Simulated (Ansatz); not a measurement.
Ag4, relaxed as a triplet with UKS PBE-D4/def2-SVP in Ansatz, starting from the PBE-D4/def2-SVP geometry of the neutral singlet. Force threshold 0.02 eV/Å.

In the def2 sets Ag takes a core potential; there is no spin–orbit coupling. The relaxation made no stability test and no search for a lower SCF solution. At PBE-D4/def2-SVP a singlet of charge 0 lies 0.67 eV below the triplet, each at its own geometry. The structure comes from a short search, and lower isomers may exist.

Start:

```xyz
4

Ag    0.801    1.060    2.017
Ag   -1.217   -0.014    0.490
Ag   -0.801   -1.061   -2.017
Ag    1.216    0.015   -0.491
```

Problem. Estimate the energy that the relaxation releases and the steps that it takes.

Solution. 0.18 eV, in 5 steps; 6 s on 4 threads of INTEL XEON PLATINUM 8581C on a shared host. No frequencies were taken in this run, so the end may be a saddle point.

Problem. Does the start keep its bonding and symmetry?

Solution. By distances, no bond broke or formed. The bond that changes most is Ag2–Ag4, from 2.62 to 3.11 Å (atoms count from 1). Point group D2h at the start, D2h at the end, both within 0.05 Å.

Problem. Predict the relaxed structure.

Solution. 
Cartesian coordinates in Å:
```
Ag 0.731 0.968 1.841
Ag -1.442 -0.017 0.582
Ag -0.731 -0.968 -1.841
Ag 1.442 0.017 -0.582
```
Bond lengths (bridged metal pairs left out): 5 × Ag–Ag 2.70 to 3.11 Å.
